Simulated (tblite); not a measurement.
Compound: C2H13NSeSi3.
SMILES with atom numbers: `[SiH3:1][CH2:2][Si@H:3]([CH2:4][SeH:5])[NH:6][SiH3:7]` (hydrogens: H8, H9, H10 on Si1; H11, H12 on C2; H13 on Si3; H14, H15 on C4; H16 on Se5; H17 on N6; H18, H19, H20 on Si7)

Computed with GFN2-xTB (tblite), gas phase: L-BFGS steps from a force-field or distance-geometry start until the largest atomic force falls under 0.01 eV/Å.

Step 25: E = -604.5965 eV
```
atom  x, y, z in Å  |  force x, y, z in eV/Å
Si1    -3.1304    0.2712   -0.1695    0.015   0.003  -0.008
C2     -1.5275    0.1634   -1.1845   -0.031  -0.018   0.056
Si3    -0.0908   -0.3898   -0.0852   -0.028  -0.010   0.050
C4      0.3500    1.0004    1.1475   -0.037  -0.059  -0.044
Se5     0.8655    2.7091    0.3177    0.089  -0.141  -0.024
N6      1.3319   -0.8047   -0.9775   -0.020   0.060  -0.045
Si7     2.8009   -1.4252   -0.2972   -0.020  -0.029  -0.016
H8     -3.3493   -1.0056    0.5163   -0.019   0.030  -0.005
H9     -3.0055    1.3431    0.8204   -0.023  -0.001  -0.001
H10    -4.2775    0.5478   -1.0344   -0.002   0.019  -0.051
H11    -1.3221    1.1343   -1.6354    0.024  -0.060  -0.003
H12    -1.6643   -0.5463   -1.9982    0.020   0.025  -0.015
H13    -0.4715   -1.5560    0.7364    0.017   0.028  -0.003
H14    -0.5203    1.2462    1.7522    0.029   0.029   0.068
H15     1.1589    0.6943    1.8069   -0.004   0.097   0.050
H16     2.0354    2.1886   -0.3705   -0.098   0.020   0.032
H17     1.2559   -0.7836   -1.9803    0.040  -0.030   0.020
H18     2.5558   -2.7086    0.3580   -0.028  -0.072   0.021
H19     3.7231   -1.5880   -1.4153    0.029   0.058  -0.045
H20     3.2766   -0.4799    0.7133    0.049   0.053  -0.037
```

Step 26: E = -604.5995 eV
```
atom  x, y, z in Å  |  force x, y, z in eV/Å
Si1    -3.1327    0.2741   -0.1751    0.008   0.003   0.000
C2     -1.5253    0.1624   -1.1804   -0.068  -0.014   0.040
Si3    -0.0927   -0.3928   -0.0769   -0.044  -0.046   0.041
C4      0.3485    1.0008    1.1499   -0.037  -0.071  -0.013
Se5     0.8659    2.7033    0.3176    0.079  -0.087  -0.043
N6      1.3291   -0.8110   -0.9688    0.006   0.063  -0.041
Si7     2.8076   -1.4226   -0.3014   -0.011  -0.072   0.008
H8     -3.3614   -0.9978    0.5112   -0.020  -0.016   0.015
H9     -3.0135    1.3449    0.8135   -0.015   0.032   0.027
H10    -4.2749    0.5516   -1.0437   -0.021   0.026  -0.075
H11    -1.3267    1.1335   -1.6337    0.065  -0.055   0.004
H12    -1.6652   -0.5462   -1.9940    0.039   0.003  -0.022
H13    -0.4734   -1.5612    0.7451    0.024   0.065  -0.023
H14    -0.5180    1.2487    1.7582   -0.002   0.032   0.069
H15     1.1578    0.6981    1.8089    0.026   0.069   0.069
H16     2.0286    2.1763   -0.3750   -0.077   0.016   0.021
H17     1.2570   -0.7778   -1.9710    0.024  -0.023  -0.006
H18     2.5674   -2.7091    0.3540   -0.018  -0.042   0.005
H19     3.7228   -1.5822   -1.4280    0.006   0.064  -0.020
H20     3.2940   -0.4821    0.7100    0.037   0.052  -0.053
```

Step 27: E = -604.6022 eV
```
atom  x, y, z in Å  |  force x, y, z in eV/Å
Si1    -3.1358    0.2770   -0.1803   -0.021   0.009   0.009
C2     -1.5247    0.1609   -1.1757   -0.073  -0.014   0.010
Si3    -0.0956   -0.3966   -0.0688   -0.036  -0.060   0.009
C4      0.3463    0.9994    1.1521   -0.022  -0.057   0.040
Se5     0.8681    2.6960    0.3173    0.025  -0.013  -0.042
N6      1.3261   -0.8172   -0.9607    0.035   0.055  -0.022
Si7     2.8136   -1.4220   -0.3050   -0.006  -0.082   0.022
H8     -3.3736   -0.9908    0.5066   -0.020  -0.049   0.030
H9     -3.0216    1.3475    0.8072   -0.009   0.054   0.044
H10    -4.2735    0.5558   -1.0538   -0.025   0.029  -0.085
H11    -1.3288    1.1310   -1.6314    0.094  -0.039   0.014
H12    -1.6652   -0.5459   -1.9905    0.046  -0.021  -0.025
H13    -0.4761   -1.5641    0.7537    0.023   0.065  -0.023
H14    -0.5156    1.2519    1.7647   -0.025   0.029   0.056
H15     1.1567    0.7023    1.8117    0.043   0.033   0.074
H16     2.0210    2.1657   -0.3800   -0.023  -0.012  -0.009
H17     1.2594   -0.7701   -1.9623    0.006  -0.017  -0.026
H18     2.5813   -2.7114    0.3513   -0.013  -0.013  -0.013
H19     3.7217   -1.5752   -1.4408   -0.019   0.065   0.008
H20     3.3113   -0.4836    0.7054    0.019   0.038  -0.073
```

Step 28: E = -604.6046 eV
```
atom  x, y, z in Å  |  force x, y, z in eV/Å
Si1    -3.1396    0.2799   -0.1846   -0.058   0.014   0.020
C2     -1.5257    0.1589   -1.1712   -0.048  -0.018  -0.020
Si3    -0.0990   -0.4009   -0.0621   -0.008  -0.042  -0.027
C4      0.3438    0.9970    1.1546    0.001  -0.027   0.090
Se5     0.8709    2.6890    0.3166   -0.040   0.047  -0.026
N6      1.3238   -0.8221   -0.9539    0.051   0.042   0.007
Si7     2.8184   -1.4232   -0.3077   -0.002  -0.061   0.024
H8     -3.3850   -0.9856    0.5029   -0.020  -0.058   0.034
H9     -3.0291    1.3510    0.8022   -0.006   0.058   0.047
H10    -4.2729    0.5601   -1.0643   -0.017   0.027  -0.080
H11    -1.3281    1.1277   -1.6286    0.106  -0.021   0.022
H12    -1.6641   -0.5460   -1.9877    0.042  -0.040  -0.023
H13    -0.4790   -1.5647    0.7613    0.014   0.033  -0.006
H14    -0.5139    1.2552    1.7712   -0.034   0.020   0.035
H15     1.1559    0.7062    1.8152    0.044   0.000   0.068
H16     2.0140    2.1568   -0.3853    0.035  -0.044  -0.041
H17     1.2621   -0.7619   -1.9549   -0.008  -0.013  -0.039
H18     2.5957   -2.7146    0.3494   -0.016   0.004  -0.023
H19     3.7195   -1.5678   -1.4521   -0.036   0.060   0.028
H20     3.3271   -0.4845    0.6996    0.000   0.021  -0.089
```

**Question.** Estimate the geometry and energy of step 29. (The exact step hangs on the optimiser's Hessian estimate; all steps are aligned on step 28, rigid shifts and turns removed.)

**Answer.** E = -604.6074 eV, largest force 0.127 eV/Å
```
atom  x, y, z in Å  |  force x, y, z in eV/Å
Si1    -3.1451    0.2832   -0.1888   -0.090   0.017   0.029
C2     -1.5276    0.1564   -1.1664   -0.008  -0.024  -0.043
Si3    -0.1025   -0.4059   -0.0554    0.029   0.004  -0.053
C4      0.3408    0.9938    1.1590    0.029   0.014   0.123
Se5     0.8732    2.6821    0.3151   -0.093   0.079  -0.010
N6      1.3223   -0.8259   -0.9471    0.055   0.027   0.047
Si7     2.8231   -1.4253   -0.3104    0.000  -0.018   0.017
H8     -3.3980   -0.9811    0.4995   -0.019  -0.048   0.028
H9     -3.0375    1.3561    0.7975   -0.007   0.047   0.037
H10    -4.2726    0.5655   -1.0774    0.000   0.022  -0.064
H11    -1.3248    1.1235   -1.6246    0.104  -0.007   0.028
H12    -1.6619   -0.5471   -1.9849    0.030  -0.052  -0.018
H13    -0.4818   -1.5644    0.7694    0.002  -0.018   0.019
H14    -0.5129    1.2590    1.7794   -0.032   0.005   0.008
H15     1.1558    0.7102    1.8200    0.031  -0.030   0.055
H16     2.0071    2.1459   -0.3919    0.075  -0.069  -0.063
H17     1.2646   -0.7535   -1.9472   -0.019  -0.009  -0.055
H18     2.6114   -2.7182    0.3469   -0.022   0.008  -0.027
H19     3.7163   -1.5585   -1.4634   -0.044   0.048   0.038
H20     3.3448   -0.4853    0.6914   -0.021   0.004  -0.097
```

The energy changes by -0.0028 eV. The first-order estimate −F·Δx gives -0.0037 eV and the mean of the old and new forces, exact on a quadratic surface, -0.0028 eV. The step makes an angle of 76° with the force vector and moves no atom by more than 0.020 Å.

The cost below is that of the whole relaxation. On Arm Neoverse N1, one thread, no GPU, shared host, this took 3.0 s.
